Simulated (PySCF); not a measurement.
An element was calculated at PBE0 (PySCF 2.14, ECP, a triple-zeta basis, no spin-orbit coupling), in the ground configurations that NIST lists.

- first ionisation energy: 8.817 eV
- second ionisation energy: 17.094 eV
- third ionisation energy: 37.548 eV
- polarisability of the atom: 48.4 bohr³

Task: Which element is it?

Result: Cadmium (Cd, Z = 48), in def2-TZVPPD with the def2 core potential (28 electrons). NIST lists 8.994, 16.908, 37.468 ± 0.006 eV for these ionisation energies.
